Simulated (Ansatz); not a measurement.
BiI3: single points at one geometry.

```yaml
crystal:
  periodic: [false, false, false]
  atoms:
    - {symbol: Bi, position_ang: [-0.004276, 0.004756, 0.965749]}
    - {symbol: I, position_ang: [2.539474, -0.031112, -0.310541]}
    - {symbol: I, position_ang: [-1.241967, 2.211200, -0.338322]}
    - {symbol: I, position_ang: [-1.293222, -2.184844, -0.316886]}
basis:
  gaussian: {orbitals: def2-TZVP, initial_orbitals: start.molden}
hamiltonian: {xc: hse06, dispersion: d4}
scf: {omitted_lower_state_checks: [starts]}
output: {orbitals: {seedname: orbitals}}
```

The file start.molden holds the orbitals of an earlier run on this structure, at another level or in another basis.

```sh
$ ansatz run in.yaml --threads 4 --pin off --events-out ev --progress --plain --max-ram 3916MiB
```

Output, abridged:

```
Functional definition: HSE06
1659 factors; their error is unknown
88 factors; integrals over basis functions are off by at most 1.4e-6 eV
mean field evaluation 1: about -30147.9277 eV, gradient 1.4e0 eV
mean field evaluation 2: about -30147.9289 eV, gradient 2.1e-3 eV
mean field evaluation 4: about -30148.8326 eV, gradient 9.5e-4 eV
mean field -30148.83263729 eV, -1107.9491638077 hartree, gradient 2.0e-5 eV, S^2 0.000000; 0 other end points of the search recorded, 0 dependent functions left out
reference -30148.83267382 eV, -1107.9491651500 hartree; 49, 49 occupied and 151, 151 virtual orbitals, 1659 factors
Total energy: -30149.06509622 eV, -1107.9577065158 hartree
Checks for a lower state left out: starts
```

Hardware: 4 threads of Arm Neoverse V1 on a shared host. Wall time 4.1 s, peak host memory 0.78 GiB.

The first input with `hamiltonian: {xc: {name: B3LYP}, dispersion: d4}` (abridged; 4 s):

```
Functional definition: B3LYP
mean field -30157.52725559 eV, -1108.2686851368 hartree, gradient 2.1e-5 eV, S^2 0.000000
Total energy: -30157.97059488 eV, -1108.2849775551 hartree
Checks for a lower state left out: starts
```

First input, but with `hamiltonian: {xc: pbe}`, `correlation: {method: rpa}` and without the key `output` (abridged; 9 s):

```
Functional definition: PBE
mean field -30147.76979371 eV, -1107.9101050266 hartree, gradient 2.8e-6 eV, S^2 0.000000
16 core orbitals not correlated: weight in the atoms' cores, before any rotation towards them, 1.000 or more for the frozen orbitals, at most 0.000 for the correlated occupied ones
Total energy: -30095.29251822 eV, -1105.9816007227 hartree
Checks for a lower state left out: starts
```

As the first input, with `hamiltonian: {xc: pbe, dispersion: d4}` (abridged; 1.9 s):

```
Functional definition: PBE
mean field -30147.76979799 eV, -1107.9101051837 hartree, gradient 1.1e-5 eV, S^2 0.000000
Total energy: -30148.03429112 eV, -1107.9198251269 hartree
Checks for a lower state left out: starts
```

The first input with `gaussian: {orbitals: def2-SVP, initial_orbitals: start.molden}`, `hamiltonian: {xc: pbe0, dispersion: d4}` (abridged; 1.9 s):

```
Functional definition: PBE0
mean field -30147.88200180 eV, -1107.9142285978 hartree, gradient 2.6e-5 eV, S^2 0.000000
Total energy: -30148.11748690 eV, -1107.9228825157 hartree
Checks for a lower state left out: starts
```

As the first input, with `hamiltonian: {xc: {name: BHLYP}, dispersion: d4}` (abridged; 6 s):

```
Functional definition: BHLYP
mean field -30140.48409804 eV, -1107.6423606490 hartree, gradient 1.7e-5 eV, S^2 0.000000
Total energy: -30141.01335024 eV, -1107.6618103085 hartree
Checks for a lower state left out: starts
```

The first input with `gaussian: {orbitals: def2-SVP, initial_orbitals: start.molden}`, `hamiltonian: {xc: pbe, dispersion: d4}` (abridged; 1 s):

```
Functional definition: PBE
mean field -30146.63980690 eV, -1107.8685787772 hartree, gradient 2.5e-5 eV, S^2 0.000000
Total energy: -30146.90429545 eV, -1107.8782985523 hartree
Checks for a lower state left out: starts
```

Geometry: PBE-D4/def2-SVP.

In the def2 sets Bi, I take a core potential; there is no spin–orbit coupling. B3LYP takes the VWN-RPA correlation. HSE06 is defined as in plane-wave codes, on full-range PBE exchange. Correlated methods freeze 16 core orbitals; core or outer-core shells of Bi, I are correlated, in sets that lack core-valence functions.
